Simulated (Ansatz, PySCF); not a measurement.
Noncovalent pair: SiH4 (SMILES [SiH4]) (first 5 atoms) with CH5N (SMILES CN); geometry from B3LYP-D3(BJ)/def2-TZVP.
(charge 0, multiplicity 1):
```
atom    x (Å)    y (Å)    z (Å)
----  -------  -------  -------
Si    -0.0222  -0.1248  -0.0686
H      0.0412   1.2243   0.5359
H      0.2831  -0.0328  -1.5142
H     -1.3812  -0.6841   0.1101
H      0.9669  -1.0072   0.5893
C      0.6971   0.2693   3.7671
N     -0.6189  -0.2846   3.4585
H      1.2462  -0.4378   4.3907
H      0.5733   1.1847   4.3477
H      1.3208   0.5049   2.8944
H     -0.5425  -1.1504   2.9395
H     -1.1677   0.3571   2.9000
```

Monomers are frozen at their geometry in the pair; levels with a basis set take the counterpoise correction. Rows marked so take none.

Correlated levels freeze the cores. Rows in 6-31G* carry no dispersion term and start afresh at each structure (6-31G* with six Cartesian d functions). MP2/6-31G* freezes PySCF's default core.

The values were computed with Ansatz (a first-principles code) with Gaussian orbitals; PySCF for 6-31G* rows, the dispersion terms. Values without a source in brackets are computed.

```tsv
level	interaction energy (kcal/mol)
r2SCAN-D3(BJ)/def2-TZVPPD	-1.66
B3LYP-D4/def2-TZVPPD	-1.36
PBE0-D3(BJ)/def2-TZVPPD	-1.68
PBE0-D4/def2-TZVPPD	-1.55
BHLYP-D3(BJ)/def2-TZVPPD	-1.53
BHLYP-D4/def2-TZVPPD	-1.38
wB97X-V/def2-TZVPPD	-1.34
B2PLYP-D3(BJ)/def2-TZVPPD	?
MP2/6-31G* (no counterpoise)	-1.52
```

Question: Complete the blanks.

Answer: 
- B2PLYP-D3(BJ)/def2-TZVPPD, interaction energy (kcal/mol): -1.20
